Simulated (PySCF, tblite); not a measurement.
Isomers of C6H10F2SSi, one GFN2-xTB conformer each. Single-point energies are computed at PBE0/pcSseg-1 (PySCF, gas phase, no added dispersion term), electronic only.

```tsv
SMILES	GFN2-xTB relative energy (kcal/mol)
CS[SiH2][C@H]1CC=C1C(F)F	9.3
CS[Si@@H]1CCC=C(F)[C@@H]1F	0.0
```

Conformers: `[CH3:1][S:2][SiH2:3][C@H:4]1[CH2:5][CH:6]=[C:7]1[CH:8]([F:9])[F:10]` with C1–S2–Si3–C4 178°, S2–Si3–C4–C5 71°, C6–C7–C8–F9 -150°; `[CH3:1][S:2][Si@@H:3]1[CH2:4][CH2:5][CH:6]=[C:7]([F:8])[C@@H:9]1[F:10]` with C1–S2–Si3–C4 -67°, S2–Si3–C4–C5 -116°, Si3–C4–C5–C6 -50°, C4–C5–C6–C7 58°, C6–C7–C9–F10 67°.

Problem. What does PBE0/pcSseg-1 give for the same structures?

Solution. 
```
                    SMILES  PBE0/pcSseg-1 E (Eh)  PBE0/pcSseg-1 (kcal/mol)  GFN2-xTB (kcal/mol)  point group
CS[Si@@H]1CCC=C(F)[C@@H]1F           -1121.22429                       0.0                  0.0           C1
  CS[SiH2][C@H]1CC=C1C(F)F           -1121.19440                      18.8                  9.3           C1
```

Both levels put the same isomer lowest. As drawn, the higher has a four-membered ring and two fluorines on one carbon, which the lower lacks.

Problem. Which frontier levels, dipoles and rotational constants go with these structures?

Solution. 
| SMILES | HOMO (eV, PBE0/pcSseg-1) | LUMO (eV) | dipole (D) | A, B, C (MHz) |
| --- | --- | --- | --- | --- |
| CS[Si@@H]1CCC=C(F)[C@@H]1F | -6.97 | -0.63 | 3.45 | 1767, 609.0, 542.4 |
| CS[SiH2][C@H]1CC=C1C(F)F | -6.73 | -0.54 | 1.74 | 1649, 522.8, 445.0 |

Problem. What happens when harmonic zero-point energies from GFN2-xTB frequencies are added?

Solution. 
| SMILES | ZPE (kcal/mol) | electronic (kcal/mol) | with ZPE (kcal/mol) |
| --- | --- | --- | --- |
| CS[Si@@H]1CCC=C(F)[C@@H]1F | 91.9 | 0.0 | 0.0 |
| CS[SiH2][C@H]1CC=C1C(F)F | 89.3 | 18.8 | 16.2 |

The zero-point energies span 2.6 kcal/mol. The order is unchanged.
